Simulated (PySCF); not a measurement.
A GIAO shielding run with PySCF 2.14 (density fitting, non-relativistic, gas phase) on SMILES C1(S[SiH3])=NNC(C=C)=C1S, C5H8N2S2Si:

```
$ OMP_NUM_THREADS=1 python probes_run.py task.json out

{"job": {"kind": "nmr", "xc": "PBE0", "basis": "pcSseg-1"}, "charge": 0, "multiplicity": 1}
C     -3.498813     0.484421    -0.206773
C     -2.601985    -0.347390     0.315679
C     -1.174990    -0.197841     0.235772
N     -0.523417     0.815399    -0.393708
N      0.805246     0.695522    -0.306655
C      1.033346    -0.407596     0.388843
S      2.663397    -0.895053     0.707649
Si     3.493024     0.803844    -0.353569
C     -0.179258    -1.019100     0.760746
S     -0.385521    -2.489523     1.683212
H     -4.553257     0.302110    -0.102424
H     -3.223035     1.370748    -0.753930
H     -2.920193    -1.227403     0.857829
H     -0.928048     1.593868    -0.885784
H      4.918421     0.540334    -0.176895
H      3.079934     0.683874    -1.739935
H      3.064934     2.000195     0.347850
H      0.921456    -2.700092     1.816159
```

Hardware: 1 thread of an Arm Neoverse V2, shared host. The job also computes population analyses, field gradients, ring-centre shieldings.

Q: How large is the calculation?

A: 98 electrons, 231 basis functions and 1258 auxiliary functions.

Q: How long does it take, and how much memory does it need?

A: 81 s of wall time, with 14 SCF cycles and 5 response iterations; peak memory 0.96 GiB. Times on a shared host scatter by some tens of per cent.
